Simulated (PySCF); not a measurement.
# First hyperpolarisability: `C(C(C)C)C(N)=O`, C5H11NO

Geometry (Å), atoms numbered from 1 in this order:
```xyz
18

C    -1.1001    0.0367    1.3747
C    -0.9143   -0.4744   -0.0491
C    -2.1649   -0.2545   -0.8904
C     0.3056    0.1592   -0.7108
C     1.6142   -0.2686   -0.0681
N     2.6167    0.6470   -0.1337
O     1.7638   -1.3585    0.4460
H    -1.2836    1.1248    1.3847
H    -0.2119   -0.1701    1.9900
H    -1.9609   -0.4490    1.8596
H    -0.7046   -1.5559    0.0065
H    -2.0500   -0.6692   -1.9043
H    -3.0421   -0.7340   -0.4295
H    -2.3923    0.8202   -0.9932
H     0.2149    1.2599   -0.7195
H     0.3600   -0.1553   -1.7685
H     2.4971    1.5485   -0.5698
H     3.5261    0.3889    0.2263
```

The calculation used quadratic response CAM-B3LYP/aug-cc-pVDZ first hyperpolarisability, Taylor convention, gas phase in PySCF. Geometry: PBE0-D3(BJ)/def2-SVP.

What is the first hyperpolarisability, and how does it disperse?

In au, Taylor convention; the vector part is βᵢ = ⅓ Σⱼ (βᵢⱼⱼ + βⱼᵢⱼ + βⱼⱼᵢ); β∥ is 3/5 of the vector part along the dipole, the dipole points from − to +:
| process | λ (nm) | β vector norm | β∥ | β HRS | depolarisation ratio |
| --- | --- | --- | --- | --- | --- |
| static β(0;0,0) | ∞ | 108.5 | -62.7 | 49.4 | 3.83 |
| second harmonic β(−2ω;ω,ω) | 1907 | 111.8 | -64.8 | 51.0 | 3.81 |
| Pockels β(−ω;ω,0) | 1907 | 109.6 | -63.4 | – | – |
| second harmonic β(−2ω;ω,ω) | 1064 | 119.7 | -70.0 | 54.9 | 3.79 |
| Pockels β(−ω;ω,0) | 1064 | 112.0 | -65.0 | – | – |

Which lowest excitations, dipole and polarisabilities go with it?

S1 5.71 eV (f = 0.000); S2 6.51 eV (f = 0.029); S3 6.56 eV (f = 0.015); dipole 3.53 D; isotropic α 75.2 au static, 75.4 au at 1907 nm, 75.8 au at 1064 nm, 75.9 au at 953.5 nm, 77.6 au at 532 nm.
